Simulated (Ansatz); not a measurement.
The cluster PSe₃. Total charge 0; doublet. Geometry r2SCAN-D4/def2-SVP; atoms count from 1.

```xyz
4

P    -2.565   -0.804    0.921
Se    0.489    0.614   -1.198
Se    2.590    0.957   -0.605
Se   -0.514   -0.767    0.882
```

The charge 0 doublet is spin-contaminated (final ⟨S²⟩ up to 1.08, 0.75 for a pure state). Another isomer (doublet) lies 1.22 eV lower at PBE0-D4/def2-TZVP; other spin states weren't run for this one.

Estimate the Mulliken populations from the PBE0/def2-TZVP orbitals of Ansatz.


```tsv
atom	charge (e)	spin (α − β)
P1	0.03	-0.06
Se2	0.02	0.42
Se3	-0.11	0.72
Se4	0.07	-0.08
```
Mulliken values depend strongly on the basis.

Where does the spin sit?

Summed by element: P -0.06, Se 1.06, of 1 unpaired in all. Largest on single atoms: Se3 0.72, Se2 0.42, Se4 -0.08.

And the Mayer bond orders between heavy atoms (over 0.3)?

P1–Se4 2.10 (2.05 Å); Se2–Se3 1.67 (2.21 Å); Se2–Se4 0.62 (2.69 Å).
